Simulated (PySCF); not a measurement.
**Correlation energy of Ne (neon, neutral)**

[Ne], closed-shell 1S. Calculation: PySCF 2.14, in dyall-acv3z; scalar relativity by spin-free X2C-1e. Frozen: 1s2; 8 electrons correlated; the 19 highest virtual orbitals of each spin left out.

| level | correlation energy (mhartree) |
| --- | --- |
| CCSD | -283.09 |
| (T) | -5.58 |
| CCSD(T) | -288.67 |

Diagnostics: T1 = 0.0074, D1 = 0.0117, largest double amplitude 0.019.

Cost of the coupled-cluster step: roughly 1.1 core-seconds, for 8 correlated electrons.

Iterations:

```
CC2 = 0
CCSD nocc = 4, nmo = 56
frozen orbitals [0, 57, 58, 59, 60, 61, 62, 63, 64, 65, 66, 67, 68, 69, 70, 71, 72, 73, 74, 75]
max_cycle = 100
direct = 0
conv_tol = 1e-08
conv_tol_normt = 1e-06
diis_space = 8
diis_start_cycle = 0
Init t2, MP2 energy = -128.966159670446  E_corr(MP2) -0.281706032257195
Init E_corr(CCSD) = -0.281706032420494
cycle = 1  E_corr(CCSD) = -0.279567942699633  dE = 0.00213808972  norm(t1,t2) = 0.0220131
cycle = 2  E_corr(CCSD) = -0.282947761832695  dE = -0.00337981913  norm(t1,t2) = 0.00533994
cycle = 3  E_corr(CCSD) = -0.282896481392806  dE = 5.12804399e-05  norm(t1,t2) = 0.00249015
cycle = 4  E_corr(CCSD) = -0.283091778130042  dE = -0.000195296737  norm(t1,t2) = 0.000704335
cycle = 5  E_corr(CCSD) = -0.28310098098933  dE = -9.20285929e-06  norm(t1,t2) = 0.000114433
cycle = 6  E_corr(CCSD) = -0.28309479854574  dE = 6.18244359e-06  norm(t1,t2) = 2.98332e-05
cycle = 7  E_corr(CCSD) = -0.283093708550425  dE = 1.08999531e-06  norm(t1,t2) = 5.30237e-06
cycle = 8  E_corr(CCSD) = -0.283093961956447  dE = -2.53406023e-07  norm(t1,t2) = 1.49041e-06
cycle = 9  E_corr(CCSD) = -0.283094010053708  dE = -4.80972606e-08  norm(t1,t2) = 1.64024e-07
cycle = 10  E_corr(CCSD) = -0.283094005247155  dE = 4.80655332e-09  norm(t1,t2) = 3.68847e-08
CCSD converged
E(CCSD) = -128.9675476434364  E_corr = -0.2830940052471547
CCSD(T) correction = -0.00558211867100273
```
